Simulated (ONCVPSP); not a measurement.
**BLYP ONCV dataset for lutetium (Lu), scalar-relativistic all-electron reference.**

Input for ONCVPSP 4.0.1:

```
# ATOM AND REFERENCE CONFIGURATION
# atsym  z   nc   nv     iexc    psfile
  Lu 71.00    9    5  -106131      upf
#
#   n    l    f
    1    0    2.00
    2    0    2.00
    2    1    6.00
    3    0    2.00
    3    1    6.00
    3    2   10.00
    4    0    2.00
    4    1    6.00
    4    2   10.00
    4    3   14.00
    5    0    2.00
    5    1    6.00
    5    2    2.00
    6    0    1.00
#
# PSEUDOPOTENTIAL AND OPTIMIZATION
# lmax
    3
#
#   l,   rc,      ep,       ncon, nbas, qcut
    0    1.90    0.00    3    5    4.90
    1    1.70    0.00    5   10    6.50
    2    2.40    0.00    3    8    3.30
    3    1.00    0.00    4    9   19.90
#
# LOCAL POTENTIAL
# lloc, lpopt,  rc(5),   dvloc0
    4    5    0.90    4.00
#
# VANDERBILT-KLEINMAN-BYLANDER PROJECTORs
# l, nproj, debl
    0    2    1.10
    1    2    3.30
    2    2    1.10
    3    1    0.40
#
# MODEL CORE CHARGE
# icmod, fcfact, rcfact
    3    2.00    1.75
#
# LOG DERIVATIVE ANALYSIS
# epsh1, epsh2, depsh
   -4.00    5.00    0.02
#
# OUTPUT GRID
# rlmax, drl
    6.00    0.01
#
# TEST CONFIGURATIONS
# ncnf
    4
# nvcnf
#   n    l    f
    5
    4    3   14.00
    5    0    2.00
    5    1    6.00
    5    2    1.00
    6    0    2.00
#
    5
    4    3   14.00
    5    0    2.00
    5    1    6.00
    5    2    1.00
    6    0    1.00
#
    5
    4    3   14.00
    5    0    2.00
    5    1    6.00
    5    2    1.00
    6    0    0.00
#
    5
    4    3   14.00
    5    0    2.00
    5    1    6.00
    5    2    1.50
    6    0    1.50
#
```

Command:

```bash
oncvpsp.x < Lu.dat > Lu.out
```

Resulting log (shortened: citation, most of the input echo, consistency checks and plot data are left out):

```
ONCVPSP  (Optimized Norm-Conservinng Vanderbilt PSeudopotential)
scalar-relativistic version 4.0.1

test_data: must have ncon+3 <= nbas <= ncon+5, l=   0
 for nproj=2
ERROR: test_data found   1 ERROR; stopping
```

The run stopped because the input breaks a rule of the program on the basis size: nbas must lie between ncon + 3 and ncon + 5.

The run took about 0.01 s on one core of a shared server CPU.
